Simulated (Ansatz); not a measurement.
Reaction (formal exchange of groups at the Si–C bond): `C[SiH2]C` + `CO[SiH2]Cl` → `C[SiH2]O[SiH2]Cl` + `CC`

Calculated with Ansatz (gas phase, PBE0-D4/def2-TZVP geometries, no zero-point term in ΔE). CCSD(T)/CBS adds triple-zeta CCSD(T) − MP2 to the extrapolated MP2 energy (def2 sets, frozen cores). This one scheme is used for every species. Each species was taken in one conformer, which may not be the lowest.

```tsv
species	CCSD(T)/CBS(def2) energy (Eh)
`C[SiH2]C`	-370.01595
`CO[SiH2]Cl`	-865.17164
`C[SiH2]O[SiH2]Cl`	-1155.53126
`CC`	-79.71954
```

Task: Work out ΔE.

Result: ΔE = (-1155.53126) + (-79.71954) − (-370.01595) − (-865.17164) = -0.06321 Eh = -166.0 kJ/mol.

Largest T1 diagnostic among the species: 0.010.

From PBE to PBE0 (25 % exact exchange), in def2-TZVPP and without D4, ΔE moves by −7.3 kJ/mol. Leaving LDA and LC-ωPBE aside and taking each functional with its dispersion term where it has one, the values, not all of them listed here, spread over 23.5 kJ/mol, from BHLYP-D4 to revPBE-D4. At CCSD(T), def2-SVP lies +9.6 kJ/mol from the extrapolated value and def2-TZVPP +2.3 kJ/mol.
